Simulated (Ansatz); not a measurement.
`[F][GeH]([Cl])[GeH3]` + `CN[SiH3]` → `C[N]([SiH3])[GeH3]` + `[F][GeH2][Cl]` at 400 K and 1 bar (cleavage of the Ge–Ge bond).

Gas-phase electronic energies from Ansatz, PBE0-D4/def2-TZVP geometries. CCSD(T)/CBS is the MP2 limit (def2-TZVPP, def2-QZVPP) plus CCSD(T) − MP2 in def2-TZVPP, frozen cores. For Ge outer-core shells are correlated without core-valence functions, which leaves a few kJ/mol of doubt a bond. Scalar relativity is left out up to krypton.

```tsv
species	CCSD(T)/CBS energy (Eh)	H − E (kJ/mol)	S (J/(mol·K))
`[F][GeH]([Cl])[GeH3]`	-4714.27861	126.0	406.8
`CN[SiH3]`	-386.04948	233.7	327.3
`C[N]([SiH3])[GeH3]`	-2463.36560	279.5	406.3
`[F][GeH2][Cl]`	-2636.95386	72.2	315.0
```

H − E and S are ideal-gas, rigid-rotor, harmonic terms from PBE0-D4/def2-TZVP, for one conformer and one mirror image of each species. 1 Eh = 2625.50 kJ/mol, R = 8.31446 J/(mol·K).

**Question.** By hand: ΔE, ΔH, ΔS and ΔG.

**Answer.** ΔE = (-2463.36560) + (-2636.95386) − (-4714.27861) − (-386.04948) = 0.00863 Eh = 22.7 kJ/mol. Δ(H − E) = 279.5 + 72.2 − 126.0 − 233.7 = -8.0, so ΔH = 14.7 kJ/mol. ΔS = 406.3 + 315.0 − 406.8 − 327.3 = -12.8 J/(mol·K). ΔG = 14.7 − 400 × (-12.8)/1000 = 19.8 kJ/mol.

**Question.** By hand: the equilibrium constant, and the temperature at which ΔG would vanish if ΔH and ΔS stayed fixed.

**Answer.** log₁₀ K = −ΔG/(RT ln 10) = -2.6. ΔH and −TΔS have one sign here, so there is no such temperature.

TΔS isn't small against ΔH here. A doubt of 5 kJ/mol in ΔE shifts log₁₀ K by 0.7 here. Other conformers and mirror images would add mixing entropy, several J/(mol·K) or more a flexible species. These are equilibria of isolated gas molecules and say nothing of rates. Largest T1 diagnostic: 0.012 (customary marks: 0.02 for closed shells, 0.045 for open ones).

ΔS is within the doubt of such terms, so its sign, and with it that verdict, could turn.
